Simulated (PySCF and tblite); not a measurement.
Results of a calculation; reference values are marked as such.
## Barrier and rate of a rearrangement

System: C7H8O3, numbered as in [CH3:1][O:2]/[CH:3]=[CH:4]\[CH2:5][C:6]#[C:7][C:8](=[O:9])[OH:10].

Motion: shift of H on O10 from O10 to O9. Level: PBE/pcSseg-1 + D3(BJ) on GFN2-xTB stationary points, with GFN2-xTB thermal terms. Rate constants are transition-state-theory values, counting equivalent paths, without tunnelling. (PySCF 2.14 with density fitting, tblite 0.8.)

| point | symmetry | E(GFN2) kcal/mol | E(DFT) kcal/mol | ZPE change kcal/mol | lowest mode cm⁻¹ | dipole D |
| --- | --- | --- | --- | --- | --- | --- |
| start | C1 | 0.0 | 0.0 | 0.00 | 13 | 3.34 |
| saddle | C1 | 33.4 | 27.7 | -3.03 | 1772i | 5.04 |
| end | C1 | 0.0 | 0.0 | 0.00 | 14 | 4.38 |

| Property | Result |
| --- | --- |
| Electronic barrier | 27.7 kcal/mol |
| Barrier with zero-point energy | 24.6 kcal/mol |
| ΔH‡ (298 K) | 24.5 kcal/mol |
| ΔS‡ (298 K, symmetry apart) | -0.9 cal/(mol K) |
| Paths | 1 equivalent path |
| End point | a different minimum |
| Cost | 4.3 min on 1 thread of Arm Neoverse N1, on a host shared with other jobs (rough), peak memory 0.79 GiB, launched as `OMP_NUM_THREADS=1 python ens_run.py task.json out` |

```
T/K  ΔG‡ kcal/mol  k s⁻¹  ΔG kcal/mol  k back s⁻¹
500          25.0    120          0.1         127
```

ΔG and ΔG‡ leave out symmetry numbers and mirror images; rates count paths: 1 out, 1 back.

Tunnelling of the moving H, left out here, will speed the real process. In real samples such hydrogens mostly exchange between molecules or through solvent, far faster than by this path. DFT energies on a tight-binding saddle of a bond shift can be off by several kcal/mol.
